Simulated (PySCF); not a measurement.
## Cadmium: a sound run and one with changed settings

Sound run: Cd [Kr] 4d10 5s2, Cd⁺ [Kr] 4d10 5s1. All numbers are calculated (PySCF 2.14, scalar relativity through the core potential, in def2-TZVP with the def2 core potential (28 electrons) (6s4p3d1f, 40 functions)). The sound run starts from symmetry-adapted Hartree-Fock orbitals and uses a fine grid where one is needed.

Changed run: initial guess minao, at most 2 SCF cycles. This setting is unsound on purpose.

```csv
species,method,sound run (hartree),changed run (hartree),converged
Cd,UHF,-166.88392,-166.52780,no
Cd,B3LYP,-167.84683,-163.97980,no
Cd,BP86,-167.89687,-161.34643,no
Cd⁺,UHF,-166.61424,-166.40494,no
Cd⁺,B3LYP,-167.51135,-164.49304,no
Cd⁺,BP86,-167.55587,-163.09622,no
```

The SCF was stopped early; the energies are upper bounds that still move, and correlated levels were skipped or rest on poor orbitals.
